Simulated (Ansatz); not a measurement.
Geometry optimisation, Ansatz, RHF/def2-SVP.

Input:

```yaml
crystal:
  periodic: [false, false, false]
  atoms:
    - { symbol: B, position_ang: [0.0, 0.0, 0.0] }
    - { symbol: O, position_ang: [0.0, 0.0, 1.76] }
    - { symbol: H, position_ang: [-0.9095, -0.2814, 2.0971] }
    - { symbol: F, position_ang: [1.1431, 0.0, -0.66] }
    - { symbol: "N", position_ang: [-1.3423, 0.0, -0.775] }
    - { symbol: H, position_ang: [-2.0112, -0.8164, -0.6764] }
    - { symbol: H, position_ang: [-1.5914, 0.8164, -1.4036] }
    - { symbol: F, position_ang: [0.0726, 1.5356, 0.5108] }
    - { symbol: H, position_ang: [0.0505, 1.068, 1.4702] }
basis:
  gaussian: { orbitals: def2-SVP }
hamiltonian:
  xc: hf
relax:
  f_tol: 0.15
  max_steps: 25
  restrain:
    - { distance: [0, 7], at: 1.32, k: 30.0 }
    - { distance: [8, 1], at: 1.01, k: 30.0 }
    - { distance: [0, 1], at: 2.61, k: 30.0 }
    - { distance: [8, 7], at: 2.12, k: 30.0 }
```

Command:

```bash
$ ansatz run input.yaml --threads 1 --pin off --max-ram 2048MiB --backend cpu --events-out ev --progress --plain --runs-dir out
```

Where does it end, and by what steps?

It converged. The restraints hold the end off the free minimum; the threshold counts their pulls, which the force column leaves out. Restrained pairs: B1–F8 (1.62 → 1.33 Å), O2–H9 (1.11 → 0.97 Å), B1–O2 (1.76 → 2.61 Å), F8–H9 (1.07 → 2.12 Å). After 7 steps the energy has fallen by 4.068 eV (the restraints' own energy left out); H6 moved furthest, 0.81 Å.

```
step  energy less start (eV)  largest force component (eV/Å)  accepted
   0                  0.0000                           4.909       yes
   1                 -1.4627                           4.736       yes
   2                 -2.7095                           3.302       yes
   3                 -3.2416                           1.748       yes
   4                 -3.5877                           1.665       yes
   5                 -3.8404                           1.612       yes
   6                 -4.0254                           1.302       yes
   7                 -4.0685                           1.234       yes
```

```xyz
9
Properties=species:S:1:pos:R:3
B -0.015 0.403 -0.488
O -0.099 -0.038 2.086
H -0.939 -0.081 2.523
F 1.008 -0.405 -0.650
N -1.291 0.062 -0.934
H -1.502 -0.839 -1.305
H -2.060 0.697 -0.893
F 0.221 1.617 -0.007
H 0.089 0.907 1.991
```

The run took 11 s on 1 thread of Intel(R) Xeon(R) 6975P-C (Granite Rapids), with other jobs on the host, peak memory 0.18 GiB.
